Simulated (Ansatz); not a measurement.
Job for Ansatz (a program for electronic structure): R-PBE0/def2-TZVPPD on HCl (SMILES Cl) with ghost functions, monomers drawn apart or pushed together. Files ending in .json are basis or fitting sets from the Basis Set Exchange.

Ansatz 0.2 input:
```yaml
crystal:
  periodic: [false, false, false]
  atoms:
    - {symbol: Cl, position_ang: [0.01282134, -0.03239786, 0.03733617]}
    - {symbol: H, position_ang: [-0.19402294, 0.39193643, -1.15764732]}
basis:
  gaussian:
    orbitals: def2-TZVPPD.json
    ghost_atoms:
      - {symbol: C, position_ang: [-0.10603693, 0.50417775, 6.03685074]}
      - {symbol: N, position_ang: [0.44351424, -0.76451535, 5.56231283]}
      - {symbol: H, position_ang: [-1.12389628, 0.61567302, 5.66054848]}
      - {symbol: H, position_ang: [0.48054593, 1.32510908, 5.62203401]}
      - {symbol: H, position_ang: [-0.13121091, 0.62047745, 7.12887582]}
      - {symbol: H, position_ang: [-0.09280898, -1.54795652, 5.91411739]}
      - {symbol: H, position_ang: [1.39777169, -0.88827083, 5.87729681]}
hamiltonian:
  xc: {name: PBE0}
scf: {lower_state_search: off}
```

It printed:

```
WARN ansatz: RAYON_NUM_THREADS=1 ignored (pool sized by the plan → 1); use --threads N
Functional definition: PBE0
these checks for a lower state are left out or cut short: stability, starts, cluster_reference, orbital_swaps, neighbouring_geometries, increment
integrals: 0.10 GiB planned
986 factors; their error is unknown
mean field: 0.94 GiB planned
mean field evaluation 1: about -12535.1217 eV, gradient 9.5e0 eV
mean field evaluation 2: about -12535.1935 eV, gradient 9.0e0 eV
mean field evaluation 4: about -12535.3437 eV, gradient 3.0e-1 eV
mean field evaluation 8: about -12535.3789 eV, gradient 1.3e-2 eV
mean field -12535.37891149 eV, -460.6666782122 hartree, gradient 3.1e-6 eV, S^2 0.000000; 0 other end points of the search recorded, 0 dependent functions left out
reference -12535.37894742 eV, -460.6666795325 hartree; 9, 9 occupied and 218, 218 virtual orbitals, 986 factors
Total energy: -12535.37894742 eV, -460.6666795325 hartree
Checks for a lower state left out: stability, starts, cluster_reference, orbital_swaps, neighbouring_geometries, increment
```

The run converged.

Cost: around 2.5 core-seconds (rough).
